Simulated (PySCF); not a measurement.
Level of theory: PBE-D3(BJ)/def2-TZVP // B3LYP-D3(BJ)/def2-TZVP (PySCF). Gas-phase values, no solvent. One relaxed conformer stands for a flexible species; it need not be the lowest. Excitations are Tamm–Dancoff values on a coarser integration grid. The basis has no diffuse functions, so Rydberg states are missing or too high.

Reference species (SMILES): `CB(C)C` (neutral, multiplicity 1).

```
Item                                          Result
-------------------------------------------  -------
T1 excitation (TDA)                          5.57 eV
brightest of the four lowest singlets (TDA)  7.30 eV
```

Changed species: `CB(C)S` (C–B–S–H torsion 2°) (1 of 3 CH3 replaced by SH; the reference has 0 of 3 CH3 replaced by SH).

Task: Give the shifts of the T1 excitation (TDA) and brightest of the four lowest singlets (TDA).

Result: the T1 excitation (TDA) drops by 0.77 eV, to 4.80 eV; the brightest of the four lowest singlets (TDA) falls by 0.95 eV, to 6.35 eV.
